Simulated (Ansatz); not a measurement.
Consider the isomerisation: `S[SiH2][SiH2]CCl` → `C[SiH](S)[SiH2]Cl`.

Computed with Ansatz on PBE0-D4/def2-TZVP structures; ΔE is electronic, products minus reactants. CCSD(T)/CBS adds triple-zeta CCSD(T) − MP2 to the extrapolated MP2 energy (def2 sets, frozen cores). DFT in def2-TZVPP. B3LYP here is the variant with VWN-RPA as its local correlation; programs differ in this. One conformer a species, not always the lowest.

| level | ΔE (kcal/mol) | difference from CCSD(T)/CBS |
| --- | --- | --- |
| PBE-D4 | -41.5 | 1.3 |
| r2SCAN-D4 | -43.5 | -0.7 |
| PBE0-D4 | -42.7 | 0.1 |
| B3LYP-D4 | -42.5 | 0.3 |
| ωB97X-V | -42.3 | 0.5 |
| ωB97M-V | -43.2 | -0.4 |
| B2PLYP | -42.2 | 0.6 |
| PBE | -40.6 | 2.2 |
| r2SCAN | -43.2 | -0.4 |
| PBE0 | -41.9 | 0.9 |
| B3LYP | -41.1 | 1.7 |
| HF/def2-TZVPP | -42.6 | 0.2 |
| MP2/def2-TZVPP | -44.1 | -1.3 |
| SCS-MP2/def2-TZVPP | -42.6 | 0.2 |
| CCSD/def2-TZVPP | -42.1 | 0.7 |
| CCSD(T)/def2-TZVPP | -42.0 | 0.8 |
| HF/def2-QZVPP | -42.5 | 0.3 |
| MP2/def2-QZVPP | -44.5 | -1.7 |
| SCS-MP2/def2-QZVPP | -43.1 | -0.3 |
| HF/CBS(def2) | -42.5 | 0.3 |
| MP2/CBS(def2) | -44.9 | -2.1 |
| CCSD/CBS(def2) | -42.9 | -0.1 |
| CCSD(T)/CBS | -42.8 | 0 |

Largest T1 diagnostic among the species: 0.011.

The D4 term adds −1.4 kcal/mol with B3LYP and −0.8 kcal/mol with PBE0; it sums over pairs of atoms, weighted by their polarisabilities, and B3LYP, whose exchange is more repulsive, gets the larger term. From PBE to PBE0 (25 % exact exchange), in def2-TZVPP and without D4, ΔE moves by −1.3 kcal/mol.
